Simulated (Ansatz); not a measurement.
Total energies of H$_{4}$NO$_{3}$Si (`[NH][Si](O)(O)O`) radical.

Cartesian coordinates in Å:
```
N 0.202 1.477 0.863
Si -0.042 -0.010 -0.010
O 1.402 -0.761 -0.177
O -0.605 0.252 -1.519
O -1.131 -0.880 0.832
H -0.672 1.931 1.134
H 2.060 -0.584 0.497
H 0.056 0.371 -2.203
H -1.270 -1.795 0.584
```

Charge 0, multiplicity 2. Geometry: relaxed with PBE0-D4/def2-TZVP. It is one conformer, not always the lowest. Basis def2-TZVPP, Ansatz 0.2.0.

RPA on PBE orbitals: Hartree–Fock energy of these orbitals -570.53433 Eh, correlation -1.56326 Eh (frozen core).

| functional | kind | energy without D4 (Eh) | D4 term (kJ/mol) |
| --- | --- | --- | --- |
| LDA (SPW92) | LDA | -569.35669 | – |
| revPBE | GGA | -572.42111 | -56.7 |
| BLYP | GGA | -572.53076 | -40.0 |
| r2SCAN | meta-GGA | -572.42694 | -4.2 |
| B97M-V | meta-GGA with VV10 | -572.43330 | – |
| PBE0 | global hybrid, 25 % exact exchange | -572.15964 | -14.9 |
| B3LYP | global hybrid, 20 % | -572.60668 | -28.8 |
| r2SCANh | meta-GGA hybrid, 10 % | -572.40903 | -4.4 |
| HSE06 (plane-wave form) | screened hybrid | -572.14062 | -13.8 |
| BHLYP | global hybrid, 50 % | -572.45432 | -21.1 |
| LC-ωPBE | long-range corrected hybrid | -572.33001 | – |
| ωB97X-V | range-separated hybrid GGA with VV10 | -572.44187 | – |
| B2PLYP | double hybrid | -572.28563 | – |
| PBE-QIDH | double hybrid | -572.04286 | – |

(1) Give the same for PBE, r2SCAN0, CAM-B3LYP, ωB97M-V. (Best estimate.)

B3LYP takes the VWN-RPA correlation (the form of Gaussian; ORCA's B3LYP/G). HSE06 is the plane-wave form, built on full-range PBE exchange. The double hybrids freeze the cores in their second-order part.

Answers

(1) Computed: 
```csv
functional,kind,energy without D4 (Eh),D4 term (kJ/mol)
PBE,GGA,-572.12729,-17.8
r2SCAN0,"meta-GGA hybrid, 25 %",-572.38343,-4.9
CAM-B3LYP,range-separated hybrid,-572.50559,-14.9
ωB97M-V,range-separated hybrid meta-GGA with VV10,-572.48697,–
```

LC-ωPBE has ω = 0.4 bohr⁻¹.
